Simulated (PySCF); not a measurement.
Start geometry of `FB(CBC)Cl` from GFN2-xTB (Å):
```
atom  x, y, z in Å
C1    -1.590    0.068   -0.629
B2    -0.653   -0.399    0.499
C3     0.672    0.392    0.812
B4     1.855   -0.181   -0.114
F5     2.543   -1.230    0.270
Cl6    2.159    0.424   -1.685
H7    -2.625    0.186   -0.275
H8    -1.636   -0.655   -1.426
H9    -1.330    1.040   -1.077
H10   -0.894   -1.375    1.107
H11    0.975    0.242    1.868
H12    0.564    1.459    0.641
```

Problem. What comes out of this run: PBE0-D3(BJ)/def2-SVP geometry optimisation, gas phase in PySCF 2.14.0?

Solution. 
```
atom  x, y, z in Å
C1    -1.6089    0.1832   -0.4701
B2    -0.5856   -0.3177    0.5948
C3     0.8302    0.3358    0.7977
B4     1.7222   -0.2671   -0.3243
F5     2.4512   -1.3470   -0.1122
Cl6    1.7639    0.3929   -1.9588
H7    -2.5977    0.3398   -0.0054
H8    -1.7719   -0.6345   -1.1972
H9    -1.3159    1.0858   -1.0246
H10   -0.8671   -1.2954    1.2574
H11    1.2662    0.0841    1.7754
H12    0.7653    1.4235    0.6376
```

The energy falls by 14.7 kJ/mol over 11 energy and gradient evaluations, the largest force component goes from 0.0302 to 2.9e-04 Eh/bohr, and the atoms move by 0.105 Å rms after alignment. Among the bonds, C3–B4 and B4–Cl6 change most and about equally (-0.052 to +0.052 Å). Bonds longer at the end by more than 0.005 Å: 6 of 11; shorter: 2. Among the angles that change most is H7–C1–H9, from 105.0° to 109.6°. Rotational constants go from 3722, 1832, 1389 to 3519, 1978, 1445 MHz. The orientation of the end geometry is arbitrary; only internal coordinates are fixed.

The run used 118 basis functions and 69 SCF cycles in all.

PBE0-D3(BJ)/def2-SVP frequencies: not computed here. The numbers are those of one conformer.
